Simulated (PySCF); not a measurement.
Choosing a molecule for a target property.

Species are written as SMILES; each is one conformer at its optimised geometry, gas phase, non-relativistic unless stated; the electronic structure was computed with PySCF and density fitting.

Dipoles, sizes and rotational constants follow the conformer. The torsions of the flexible species, by atom-mapped SMILES:
- `[CH3:1]/[CH:2]=[CH:3]\[CH2:4][SiH2:5][S:6][SiH2:7][SiH3:8]`: C2–C3–C4–Si5 93°, C3–C4–Si5–S6 -177°, C4–Si5–S6–Si7 180°, Si5–S6–Si7–Si8 177°
- `[NH2:1][C:2]([NH2:3])=[S:4]`: H–N1–C2–N3 -170°, H–N1–C2–N3 -14°, H–N3–C2–N1 -14°, H–N3–C2–N1 -170°
- `[O:1]=[CH:2][c:3]1[cH:4][c:5](=[O:6])[cH:7][cH:8][o:9]1`: O1–C2–C3–C4 0°
- `[CH3:1][Si:2]([CH3:3])([CH3:4])[n:5]1[cH:6][cH:7][cH:8][n:9]1`: C1–Si2–N5–C6 45°
- `[CH3:1][c:2]1[cH:3][cH:4][n:5]([SiH:6]([CH3:7])[CH3:8])[n:9]1`: C4–N5–Si6–C7 -153°

The conformers of `C=C[SiH2][Si@@](C)(P)OC=O` aren't listed.

Task: Wanted: HOMO–LUMO gap below 6.2 eV (PBE0/pcSseg-1) and HOMO energy below -7.2 eV (PBE0/pcSseg-1), at GFN2-xTB geometries. Which candidate meets both?
A. `c1c(=O)ccoc1C=O`
B. `C=C[SiH2][Si@@](C)(P)OC=O`
C. `C/C=C\C[SiH2]S[SiH2][SiH3]`
D. `C(=S)(N)N`
E. `c1cnn(c1)[Si](C)(C)C`

Result: A. Computed values:
| species | HOMO–LUMO gap | HOMO energy |
| --- | --- | --- |
| c1c(=O)ccoc1C=O | 4.70 eV | -7.54 eV |
| C(=S)(N)N | 6.12 eV | -5.95 eV |
| C/C=C\C[SiH2]S[SiH2][SiH3] | 6.26 eV | -6.93 eV |
| C=C[SiH2][Si@@](C)(P)OC=O | 6.71 eV | -7.32 eV |
| c1cnn(c1)[Si](C)(C)C | 7.56 eV | -7.03 eV |

Task: Wanted: dipole moment above 5 D (PBE0/pcSseg-1) and smallest rotational constant above 0.8 GHz (GFN2-xTB), at GFN2-xTB geometries. Which candidate meets both?
A. `C/C=C\C[SiH2]S[SiH2][SiH3]`
B. `O=CC1=CC(=O)C=CO1`
C. `C[SiH](C)n1nc(C)cc1`
D. `NC(N)=S`

Result: D. Computed values:
| species | dipole moment | smallest rotational constant |
| --- | --- | --- |
| C/C=C\C[SiH2]S[SiH2][SiH3] | 0.98 D | 0.297 GHz |
| C[SiH](C)n1nc(C)cc1 | 1.78 D | 0.704 GHz |
| O=CC1=CC(=O)C=CO1 | 4.64 D | 0.926 GHz |
| NC(N)=S | 5.30 D | 3.522 GHz |
